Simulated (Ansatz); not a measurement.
CH₈AlBSi, SMILES `B[CH]([AlH2])[SiH3]`, relaxed with RKS PBE-D4/def2-SVP in the Gaussian-basis code of Ansatz from a rough embedded geometry. The force threshold is 0.03 eV/Å; the program also tests the step.

Charge 0, multiplicity 1.

Start:

```xyz
12

B     0.791   -1.411    0.308
C     0.394   -0.096   -0.372
Al   -1.396   -0.361   -1.172
Si    0.322    1.384    0.828
H     1.055   -1.474    1.515
H     0.993   -2.424   -0.300
H     1.128    0.182   -1.183
H    -2.643   -0.656   -0.286
H    -1.565   -0.188   -2.816
H    -0.080    2.542    0.145
H    -0.652    0.982    1.896
H     1.654    1.519    1.437
```

(1) By how much does the energy fall, and how many steps does the optimiser take? (Estimate.)

(2) Which bonds change most? (Best estimate.)

(3) Give the relaxed structure. (Best estimate.)

## Answers

(1) Ansatz gave: 62.17 kJ/mol, in 24 steps.

(2) The calculation gave: Al3–Si4 from 3.161 to 2.630 Å; Si4–H10 from 1.403 to 1.578 Å; C2–Al3 from 1.978 to 2.049 Å; Al3–H9 from 1.662 to 1.595 Å.

(3) Computed: 
```xyz
12

B     0.608   -1.652    0.358
C     0.765   -0.278   -0.268
Al   -1.119    0.010   -1.023
Si    0.392    1.254    0.735
H    -0.064   -1.806    1.368
H     1.102   -2.637   -0.165
H     1.492   -0.143   -1.094
H    -2.371   -0.740   -0.384
H    -1.146    0.845   -2.381
H    -1.087    1.580    0.293
H     0.281    1.081    2.219
H     1.148    2.488    0.342
```
